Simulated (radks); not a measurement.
The numbers below are computed, except where a source is named.
Question: Ionisation of Cu+, [Ar] 3d10, to Cu2+, [Ar] 3d9, under several functionals. Scalar-relativistic Kohn-Sham, spin-polarised, spherical densities, finite nucleus; open shells are filled with parallel spins first; a radial shooting solver on a logarithmic mesh with Libxc functionals. Known Delta-SCF values: HCTH/407 21.430 eV; MS2 meta-GGA 20.901 eV. What does exchange-only B88 give, and what is its highest occupied eigenvalue?

Answer: 20.040 eV by Delta-SCF; the 3d eigenvalue is -12.754 eV. NIST: 20.292 eV (measured).
